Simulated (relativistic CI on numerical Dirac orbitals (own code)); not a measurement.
**L2,3 absorption of iron in several valence states**

Computed multiplet spectra 2p⁶3dⁿ → 2p⁵3dⁿ⁺¹ (Dirac-Coulomb-Breit ions, Slater integrals scaled by 0.7, an assumed crystal field that grows with the charge, no charge transfer; 300 K; Lorentzian 0.4 eV and Gaussian 0.3 eV FWHM at both edges, so that L2 comes out sharper than in experiment). Peaks over 5 % are given in eV from the highest peak in the L3 region of each spectrum (height, largest 100). S of the lowest state is read from ⟨S²⟩, and the branching ratio is the share of L3, cut at the minimum between the edges.

Field parameters in Wybourne normalisation: Oh B⁴₀ = 21Dq, B⁴₄ = √(5/14) B⁴₀. The field is a parameter set, without covalency.

- Fe²⁺ (d6, Oh, 10Dq = 17450 cm⁻¹): S = 0.02, low spin, branching ratio 0.65; peaks -1.7 (7), 0.0 (100), 2.0 (23), 11.9 (56), 13.5 (11)
- Fe³⁺ (d5, Oh, 10Dq = 22550 cm⁻¹): S = 0.53, low spin, branching ratio 0.71; peaks -3.8 (37), -1.6 (54), 0.0 (100), 2.0 (20), 11.7 (63), 13.6 (13)
- Fe⁴⁺ (d4, Oh, 10Dq = 27650 cm⁻¹): S = 1.02, low spin, branching ratio 0.66; peaks -5.2 (49), -1.8 (92), -0.9 (83), 0.0 (100), 1.7 (21), 8.0 (15), 8.5 (19), 10.9 (77), 12.9 (25), 13.9 (11)
- Fe⁵⁺ (d3, Oh, 10Dq = 32750 cm⁻¹): S = 1.50, branching ratio 0.61; peaks -4.3 (52), -1.9 (57), 0.0 (78), 0.7 (72), 1.1 (73), 4.3 (8), 5.4 (6), 8.4 (23), 9.7 (43), 10.8 (100), 12.0 (34), 13.1 (35), 13.6 (42)

The centroid of the whole edge, which also moves with the branching ratio, lies at 714.7 (Fe²⁺), 716.5 (Fe³⁺), 720.5 (Fe⁴⁺), 725.6 (Fe⁵⁺) eV in this ionic model, in steps of 1.8 to 5.1 eV. Compounds show about 1 to 2 eV a unit and lower energies for the high valences, since ligands screen the charge. The multiplet shape follows the d count and the spin state, and so serves as a fingerprint of valence.
